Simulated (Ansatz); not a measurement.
HO4S, charge -1, singlet, geometry from GFN2-xTB (a gas-phase anion, which may not be bound at this level). Base run: HF/6-31G (Ansatz, a quantum-chemistry and plane-wave program).

Ansatz was given this input:
Ansatz 0.2 input:
```yaml
crystal:
  periodic: [false, false, false]
  atoms:
    - {symbol: O, position_ang: [1.38992049, -0.28176098, -0.58148330]}
    - {symbol: S, position_ang: [-0.13445586, 0.02400851, 0.02026324]}
    - {symbol: O, position_ang: [0.12119981, -0.01438956, 1.45858623]}
    - {symbol: O, position_ang: [-0.97063154, -1.05348789, -0.46961795]}
    - {symbol: O, position_ang: [-0.49393968, 1.33543365, -0.48378888]}
    - {symbol: H, position_ang: [1.77890124, -0.27049776, 0.28621944]}
basis:
  gaussian:
    orbitals: 6-31G
hamiltonian:
  xc: hf
total_charge: -1
```

The bond that is stretched is that between atoms 3 and 2. A test that says stable can miss a lower solution.

Variants of this job, named by their change:

```
change                                                           ΔE vs base (eV)  <S^2>            stability test says
---------------------------------------------------------------  ---------------  -----  -----------------------------
base                                                                        0.00  0.000  minimum (restricted orbitals)
spin_polarized = on; lower_state_search = off                               0.00  0.000       undecided (no full test)
spin_polarized = on; lower_state_search = standard                          0.00  0.000                        minimum
bond × 1.25                                                                -0.26  0.000  minimum (restricted orbitals)
spin_polarized = on; lower_state_search = off; bond × 1.25                 -0.26  0.000       undecided (no full test)
spin_polarized = on; lower_state_search = standard; bond × 1.25            -0.26  0.000                        minimum
bond × 1.5                                                                  1.06  0.000  minimum (restricted orbitals)
spin_polarized = on; lower_state_search = off; bond × 1.5                   1.06  0.000       undecided (no full test)
spin_polarized = on; lower_state_search = standard; bond × 1.5              0.72  0.680                        minimum
bond × 1.8                                                                  2.09  0.000  minimum (restricted orbitals)
spin_polarized = on; lower_state_search = off; bond × 1.8                   2.09  0.000       undecided (no full test)
spin_polarized = on; lower_state_search = standard; bond × 1.8              0.73  0.971                        minimum
bond × 2.2                                                                  2.66  0.000  minimum (restricted orbitals)
spin_polarized = on; lower_state_search = off; bond × 2.2                   0.68  0.999       undecided (no full test)
spin_polarized = on; lower_state_search = standard; bond × 2.2              0.68  0.999                        minimum
bond × 3.0                                                                  2.88  0.000  minimum (restricted orbitals)
spin_polarized = on; lower_state_search = off; bond × 3.0                   0.70  1.000       undecided (no full test)
spin_polarized = on; lower_state_search = standard; bond × 3.0              0.70  1.000                        minimum
```

A gas-phase anion may not be bound at this level; its values then depend on the basis.

Where a bond breaks into two radicals, a solution with restricted orbitals usually stops being the lowest and lies too high; an unrestricted one lies lower at the price of spin contamination, which <S^2> shows.
